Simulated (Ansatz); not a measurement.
All numbers were calculated with Ansatz.

Basis-set series for CH4BISi, SMILES `IB1C[SiH2]1`. Charge 0, multiplicity 1. I: def2 effective core potential. The structure was optimised at the PBE0-D4/def2-TZVP level.

```
functional       basis  functions  energy (Eh)  HOMO (eV)  LUMO (eV)
   PBE0-D4    def2-SVP         92   -652.19292      -6.69      -1.96
   PBE0-D4  def2-TZVPP        210   -652.37183      -6.72      -2.01
   ωB97M-V    def2-SVP         92   -652.29764      -8.69       0.05
   ωB97M-V  def2-TZVPP        210   -652.48159      -8.75      -0.05
```

**Question.** Give the rows for def2-QZVPP. (Best estimate.)

**Answer.** The calculation gave: 
```
functional       basis  functions  energy (Eh)  HOMO (eV)  LUMO (eV)
   PBE0-D4  def2-QZVPP        386   -652.38621      -6.73      -2.02
   ωB97M-V  def2-QZVPP        386   -652.49491      -8.76      -0.08
```
